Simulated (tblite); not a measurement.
Compound: C5H4BrCl2F.
Atom-mapped SMILES: `[F:1][C@@H:2]([C:3]#[C:4][CH2:5][Cl:6])[C@H:7]([Cl:8])[Br:9]` (hydrogens: H10 on C2; H11, H12 on C5; H13 on C7)

Computed with GFN2-xTB (tblite), gas phase: L-BFGS steps from a force-field or distance-geometry start until the largest atomic force falls under 0.01 eV/Å.

Step 8: E = -832.2926 eV
```
atom  x, y, z in Å  |  force x, y, z in eV/Å
F1     -1.0186   -2.1607    0.6219    0.031  -0.029  -0.001
C2     -1.0005   -0.7813    0.6550    0.009  -0.038   0.067
C3      0.2741   -0.2701    0.1909    0.060   0.077  -0.120
C4      1.3032    0.1354   -0.2744   -0.093  -0.039   0.019
C5      2.5414    0.6486   -0.7921    0.017  -0.100   0.048
Cl6     2.3977    2.3962   -1.1887   -0.062   0.042  -0.001
C7     -2.1624   -0.2900   -0.2146    0.089  -0.027   0.004
Cl8    -1.8581   -0.7227   -1.9124   -0.063  -0.002  -0.064
Br9    -2.3652    1.6316   -0.0199    0.016  -0.008   0.064
H10    -1.1552   -0.5094    1.7080   -0.096   0.097   0.051
H11     2.8105    0.1249   -1.7103    0.032   0.014  -0.015
H12     3.3283    0.5493   -0.0444    0.073   0.008  -0.010
H13    -3.0996   -0.7511    0.1022   -0.011   0.005  -0.042
```

Step 9: E = -832.2949 eV
```
atom  x, y, z in Å  |  force x, y, z in eV/Å
F1     -1.0148   -2.1627    0.6227    0.018   0.025   0.026
C2     -1.0016   -0.7830    0.6567    0.026   0.020   0.026
C3      0.2731   -0.2679    0.1916    0.066   0.056  -0.116
C4      1.3055    0.1316   -0.2730   -0.093  -0.026   0.014
C5      2.5443    0.6467   -0.7911   -0.027  -0.077   0.044
Cl6     2.3943    2.3962   -1.1912   -0.053  -0.001   0.029
C7     -2.1633   -0.2904   -0.2165    0.126  -0.060   0.022
Cl8    -1.8624   -0.7240   -1.9159   -0.052   0.016  -0.033
Br9    -2.3630    1.6301   -0.0138    0.014  -0.004   0.047
H10    -1.1587   -0.5023    1.7091   -0.086   0.035  -0.005
H11     2.8118    0.1291   -1.7138    0.036   0.000   0.024
H12     3.3311    0.5477   -0.0418    0.052   0.020  -0.050
H13    -3.1008   -0.7506    0.0980   -0.029  -0.005  -0.027
```

**Question.** Estimate the geometry and energy of step 10. (The exact step hangs on the optimiser's Hessian estimate; all steps are aligned on step 9, rigid shifts and turns removed.)

**Answer.** E = -832.2964 eV, largest force 0.109 eV/Å
```
atom  x, y, z in Å  |  force x, y, z in eV/Å
F1     -1.0120   -2.1636    0.6237    0.016   0.054   0.051
C2     -1.0015   -0.7838    0.6584    0.026   0.050  -0.013
C3      0.2721   -0.2660    0.1904    0.023   0.018  -0.070
C4      1.3065    0.1292   -0.2724   -0.040  -0.008  -0.004
C5      2.5459    0.6441   -0.7898   -0.037  -0.024   0.019
Cl6     2.3909    2.3961   -1.1921   -0.044  -0.042   0.051
C7     -2.1619   -0.2918   -0.2173    0.089  -0.061   0.018
Cl8    -1.8663   -0.7246   -1.9189   -0.037   0.028  -0.004
Br9    -2.3612    1.6289   -0.0089    0.017  -0.010   0.034
H10    -1.1627   -0.4968    1.7100   -0.064  -0.008  -0.043
H11     2.8133    0.1318   -1.7156    0.034  -0.013   0.044
H12     3.3342    0.5471   -0.0411    0.031   0.023  -0.066
H13    -3.1016   -0.7502    0.0946   -0.014  -0.007  -0.017
```

The energy changes by -0.0015 eV. The first-order estimate −F·Δx gives -0.0022 eV and the mean of the old and new forces, exact on a quadratic surface, -0.0016 eV. The step makes an angle of 58° with the force vector and moves no atom by more than 0.007 Å.

The cost below is that of the whole relaxation. Time: 0.27 s of wall time. Hardware: an Arm Neoverse V2 with one thread, shared host.
